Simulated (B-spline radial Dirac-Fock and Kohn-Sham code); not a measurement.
# Two-hole binding energies of La⁶⁺

System: La⁶⁺, [Kr] 4d10 5s2 5p3.

These are calculated numbers from a radial B-spline solver; the model is multi-electron Dirac-Fock with separately optimised hole states, Breit and Lamb-shift corrections added in first order. U is the two-hole binding energy less the two single-hole energies, the effective repulsion of the holes after relaxation. Each two-hole energy is an average over J within one jj subconfiguration.

```
          holes  E(a) (eV)  E(b) (eV)  E(ab) (eV)  U (eV)
           1s⁻²    39011.5    39011.5     78986.0   963.1
   1s⁻¹ 3d5/2⁻¹    39011.5      920.0     40008.9    77.4
           2s⁻²     6359.6     6359.6     12883.0   163.8
   2s⁻¹ 2p1/2⁻¹     6359.6     5979.2     12493.3   154.5
        2p3/2⁻²     5571.3     5571.3     11322.1   179.4
   2s⁻¹ 3p3/2⁻¹     6359.6     1214.0      7645.7    72.1
   2s⁻¹ 3d5/2⁻¹     6359.6      920.0      7357.1    77.4
2p1/2⁻¹ 3p3/2⁻¹     5979.2     1214.0      7267.9    74.7
   2p3/2⁻¹ 3s⁻¹     5571.3     1455.3      7098.8    72.2
2p1/2⁻¹ 3d5/2⁻¹     5979.2      920.0           ?       ?
2p3/2⁻¹ 3p1/2⁻¹     5571.3     1295.0      6943.3    76.9
2p3/2⁻¹ 3d3/2⁻¹     5571.3      936.8      6588.3    80.1
        3p3/2⁻²     1214.0     1214.0      2484.1    56.1
        3d5/2⁻²      920.0      920.0      1902.7    62.6
```

Q: Give the missing two-hole energy and U.

A: E(ab) = 6978.5 eV and U = 79.2 eV.

Run: 34 s of CPU time on 1 thread of Intel(R) Xeon(R) 6975P-C (shared host), peak memory 0.46 GiB.
